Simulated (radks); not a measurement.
Radial electron density D(r) = 4 pi r^2 rho(r) of an atom or ion with 50 electrons. Method: Dirac Kohn-Sham, PBE, spin-unpolarised, spherical densities, finite nucleus; Fermi nuclear charge, rms radius of each element as measured or else 0.836 A^(1/3) + 0.57 fm; computed with a radial shooting solver on a logarithmic mesh with Libxc functionals.

```
   r/bohr * D(r) (the largest magnitude, 86.1, reaches the edge; | marks zero)
 0.001115 |*
 0.001288 | *
 0.001476 | *
 0.001704 |  *
 0.001968 |   *
 0.002273 |    *
 0.002625 |     *
 0.003031 |      *
 0.003473 |        *
 0.004011 |          *
 0.004632 |             *
  0.00535 |                *
 0.006178 |                   *
 0.007135 |                      *
 0.008175 |                          *
 0.009441 |                              *
   0.0109 |                                  *
  0.01259 |                                     *
  0.01454 |                                        *
  0.01679 |                                          *
  0.01924 |                                           *
  0.02222 |                                          *
  0.02566 |                                         *
  0.02964 |                                       *
  0.03423 |                                     *
  0.03921 |                                     *
  0.04529 |                                      *
   0.0523 |                                         *
   0.0604 |                                              *
  0.06976 |                                                   *
  0.08056 |                                                      *
   0.0923 |                                                      *
   0.1066 |                                                  *
   0.1231 |                                             *
   0.1422 |                                        *
   0.1642 |                                      *
   0.1896 |                                        *
   0.2172 |                                           *
   0.2509 |                                             *
   0.2898 |                                          *
   0.3346 |                                  *
   0.3865 |                        *
   0.4428 |                 *
   0.5113 |              *
   0.5905 |              *
    0.682 |                *
   0.7876 |                *
   0.9096 |             *
    1.042 |          *
    1.204 |      *
     1.39 |    *
    1.605 |  *
    1.854 | *
    2.141 | *
    2.453 |*
    2.833 |*
    3.272 *
    3.778 *
    4.364 *
    5.039 *
    5.773 *
    6.668 *
```

What is the nuclear charge?

Answer. Z = 52. The innermost maximum, from 1s, lies near gamma/Z bohr with gamma = sqrt(1 - (Z/c)^2) = 0.925, here 0.0178 bohr (found: 0.0196), and its height grows with Z. The density is that of the tellurium ion Te2+ in [Kr] 4d10 5s2 5p2; the configuration itself is not fixed sharply by these data, and Z only to a few units. D(r) has 4 maxima, at r = 0.0196, 0.0859, 0.249, 0.721 bohr, and minima at 0.0383, 0.164, 0.528 bohr, inside which lie 2.03, 11.22, 28.96 electrons.
